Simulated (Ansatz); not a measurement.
Ansatz results at the PBE0-D4/def2-TZVP geometry: size of the dipole moment (ωB97M-V/def2-TZVPP) 2.59 D; LUMO energy (ωB97M-V/def2-TZVPP) 2.03 eV; size of the dipole moment (PBE/def2-TZVPP) 2.49 D.

Each molecule was computed in one conformer, which needn't be the lowest.

**Question.** Which molecule gave them?
A. `CSC[SiH2]O`
B. `C[SiH2]B1N[SiH2]1`
C. `COCS[SiH3]`
D. `C[SiH](S)CO`

**Answer.** D. The others give `C[SiH2]B1N[SiH2]1`: 1.82, 1.21, 1.93; `COCS[SiH3]`: 1.11, 2.01, 1.20; `CSC[SiH2]O`: 2.02, 1.93, 2.03.
